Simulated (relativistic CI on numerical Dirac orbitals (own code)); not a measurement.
Ir6+ (5d3) in a crystal field

Calculated by Dirac-Coulomb-Breit CI, orbitals from a KLI potential per configuration, model QED, valence Slater integrals scaled by 0.8, one configuration in a parametric crystal field (own radial code).

Field parameters in Wybourne normalisation: Oh B⁴₀ = 21Dq, B⁴₄ = √(5/14) B⁴₀. The field is a parameter set, without covalency.

S and J are read from ⟨S²⟩ = S(S + 1) and ⟨J²⟩ = J(J + 1) of each level; they are not fictitious spins.

Oh, 10Dq = 10000 cm⁻¹, the lowest 10 levels:

```json
{"E (cm⁻¹)": "0.0", "Degeneracy": "4", "Irrep": "Γ8", "S": "1.37", "J": "2.13"}
{"E (cm⁻¹)": "9292", "Degeneracy": "4", "Irrep": "Γ8", "S": "1.32", "J": "2.85"}
{"E (cm⁻¹)": "12461", "Degeneracy": "2", "Irrep": "Γ7", "S": "1.45", "J": "2.70"}
{"E (cm⁻¹)": "14849", "Degeneracy": "4", "Irrep": "Γ8", "S": "1.08", "J": "3.20"}
{"E (cm⁻¹)": "15271", "Degeneracy": "2", "Irrep": "Γ6", "S": "1.21", "J": "3.51"}
{"E (cm⁻¹)": "16054", "Degeneracy": "4", "Irrep": "Γ8", "S": "1.27", "J": "3.94"}
{"E (cm⁻¹)": "18114", "Degeneracy": "4", "Irrep": "Γ8", "S": "0.97", "J": "3.60"}
{"E (cm⁻¹)": "18737", "Degeneracy": "2", "Irrep": "Γ7", "S": "1.31", "J": "3.32"}
{"E (cm⁻¹)": "20297", "Degeneracy": "2", "Irrep": "Γ6", "S": "1.20", "J": "2.00"}
{"E (cm⁻¹)": "21752", "Degeneracy": "2", "Irrep": "Γ6", "S": "0.92", "J": "4.25"}
```

Oh, 10Dq = 18000 cm⁻¹, the lowest 10 levels:

```tsv
E (cm⁻¹)	Degeneracy	Irrep	S	J
0.0	4	Γ8	1.40	2.62
11867	4	Γ8	1.01	3.29
15834	4	Γ8	0.73	3.72
17377	2	Γ6	0.81	3.39
18516	2	Γ7	1.42	2.84
20986	4	Γ8	1.39	3.66
22416	4	Γ8	1.20	3.01
24311	2	Γ6	1.33	3.03
24797	2	Γ7	1.15	3.28
27960	2	Γ6	1.13	3.64
```

Oh, 10Dq = 25950 cm⁻¹, the lowest 10 levels:

| E (cm⁻¹) | Degeneracy | Irrep | S | J |
| --- | --- | --- | --- | --- |
| 0.0 | 4 | Γ8 | 1.42 | 2.88 |
| 13250 | 4 | Γ8 | 0.79 | 3.56 |
| 16358 | 4 | Γ8 | 0.61 | 3.82 |
| 17971 | 2 | Γ6 | 0.62 | 3.40 |
| 24429 | 2 | Γ7 | 1.22 | 3.06 |
| 26685 | 4 | Γ8 | 1.28 | 3.65 |
| 28787 | 4 | Γ8 | 1.36 | 2.87 |
| 29056 | 2 | Γ7 | 1.11 | 3.41 |
| 30659 | 2 | Γ6 | 1.41 | 3.29 |
| 31872 | 4 | Γ8 | 0.90 | 3.70 |

Oh, 10Dq = 33950 cm⁻¹, the lowest 10 levels:

| E (cm⁻¹) | Degeneracy | Irrep | S | J |
| --- | --- | --- | --- | --- |
| 0.0 | 4 | Γ8 | 1.43 | 3.02 |
| 13944 | 4 | Γ8 | 0.68 | 3.70 |
| 16667 | 4 | Γ8 | 0.56 | 3.82 |
| 18136 | 2 | Γ6 | 0.56 | 3.43 |
| 27270 | 2 | Γ7 | 0.76 | 3.49 |
| 29948 | 4 | Γ8 | 0.82 | 3.80 |
| 34779 | 2 | Γ7 | 1.39 | 3.17 |
| 35888 | 4 | Γ8 | 1.38 | 2.89 |
| 36696 | 4 | Γ8 | 1.33 | 3.42 |
| 37868 | 2 | Γ6 | 1.43 | 3.37 |

Oh, 10Dq = 41950 cm⁻¹, the lowest 10 levels:

| E (cm⁻¹) | Degeneracy | Irrep | S | J |
| --- | --- | --- | --- | --- |
| 0.0 | 4 | Γ8 | 1.44 | 3.11 |
| 14339 | 4 | Γ8 | 0.63 | 3.79 |
| 16867 | 4 | Γ8 | 0.54 | 3.81 |
| 18185 | 2 | Γ6 | 0.54 | 3.46 |
| 28100 | 2 | Γ7 | 0.61 | 3.63 |
| 30839 | 4 | Γ8 | 0.64 | 3.77 |
| 42050 | 2 | Γ7 | 1.45 | 3.09 |
| 43168 | 4 | Γ8 | 1.42 | 3.08 |
| 43977 | 4 | Γ8 | 1.43 | 3.23 |
| 45393 | 2 | Γ6 | 1.44 | 3.42 |

Levels of this model without a field, named by their leading LS term (the scale mimics covalency, so terms lie below those of the real free ion): ⁴F3/2 0, ⁴F5/2 7704, ⁴F7/2 13392, ⁴P3/2 16186, ⁴F9/2 16606, ⁴P1/2 18871, ²G7/2 25832, ²H9/2 26904 cm⁻¹.
